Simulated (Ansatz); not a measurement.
Input for Ansatz (an electronic-structure program): SC-NEVPT2 on CASSCF(2,2)/def2-SVP on BrHSn (SMILES [Br][SnH]), a point of a bond scan (R = 4.819 Å). Elements past Kr take the def2 small-core potentials; no spin–orbit coupling.

Ansatz 0.2 input:
```yaml
crystal:
  periodic: [false, false, false]
  atoms:
    - {symbol: Sn, position_ang: [-0.57960730, -0.48360224, 0.71178077]}
    - {symbol: H, position_ang: [-3.69806942, -2.02905011, -2.62145023]}
    - {symbol: Br, position_ang: [0.87757024, 0.72103150, -1.00189399]}
basis:
  gaussian:
    orbitals: def2-SVP
    pivot_positions_ang: [[-0.57960730, -0.48360224, 0.71178077], [-3.69806942, -2.02905011, -2.62145023], [0.87757024, 0.72103150, -1.00189399]]
magnetization: {spin_polarized: false}
correlation: {method: sc_nevpt2, electrons: outside_noble_gas, active_space: {window: {electrons: 2, orbitals: 2}}}
output: {orbitals: {seedname: ./end}}
```

The log:

```
WARN ansatz: RAYON_NUM_THREADS=1 ignored (pool sized by the plan → 1); use --threads N
Functional definition: HF
integrals: 0.01 GiB planned
754 factors; integrals over basis functions are off by at most 3.3e-4 eV
mean field: 0.18 GiB planned
mean field evaluation 1: about -75804.2403 eV, gradient 1.8e1 eV
mean field evaluation 2: about -75804.2529 eV, gradient 1.8e1 eV
mean field evaluation 4: about -75805.4503 eV, gradient 1.1e1 eV
mean field evaluation 8: about -75807.4014 eV, gradient 5.0e-1 eV
mean field evaluation 16: about -75807.0651 eV, gradient 4.0e0 eV
mean field evaluation 32: about -75807.4027 eV, gradient 2.7e-1 eV
mean field -75807.40356332 eV, -2785.8706968485 hartree, gradient 9.7e-6 eV, S^2 0.000000; 2 other end points of the search recorded, 0 dependent functions left out; unrestricted orbitals would lower it
reference -75807.40356332 eV, -2785.8706968485 hartree; 29, 29 occupied and 34, 34 virtual orbitals, 754 factors
configuration interaction: 0.11 GiB planned
configuration interaction: 0.00 GiB planned
state -75810.82641779 eV, -2785.9964844300 hartree
state -75810.82641779 eV, -2785.9964844300 hartree; corrected -75815.39628153 eV, -2786.1644238251 hartree
Total energy: -75815.39628153 eV, -2786.1644238251 hartree
```

The run converged.

Cost: about 5 core-seconds (a rough figure).
